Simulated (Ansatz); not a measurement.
Gas-phase electronic energies from Ansatz, PBE0-D4/def2-TZVP geometries. CBS: MP2 limit from def2 TZ/QZ plus the TZ coupled-cluster correction, frozen cores. This one scheme is used for every species. Functionals use def2-TZVPP. For Ti outer-core shells are correlated without core-valence functions, which leaves a few kJ/mol of doubt a bond. Scalar relativity is left out up to krypton. One conformer a species, not always the lowest.

`[NH2][Ti]([NH2])([OH])[Cl]` + H–F → `[NH2][Ti]([OH])([F])[Cl]` + NH₃  (ligand exchange at a Ti–N bond)

```tsv
level	ΔE (kJ/mol)
RPA@PBE/def2-TZVPP	-103.2
HF/def2-SVP	-120.0
```

(1) What does CCSD(T)/CBS give? (An estimate is asked.)

Largest T1 diagnostic among the species: 0.024, so the coupled-cluster value is less sure than usual.

## Answers

(1) Computed: -96.9 kJ/mol. The listed levels differ from it by -6.3, -23.1 kJ/mol.

From r2SCAN to r2SCAN0 (25 % exact exchange), in def2-TZVPP and without D4, ΔE moves by +5.2 kJ/mol. In def2-TZVPP, CCSD(T) changes the Hartree–Fock value by +16.7 kJ/mol (the triples alone add +2.5 kJ/mol) and MP2 by +20.7 kJ/mol.

CCSD(T)/CBS has its own doubt, a few kJ/mol and more with outer-core shells, so smaller differences from it don't rank the levels.
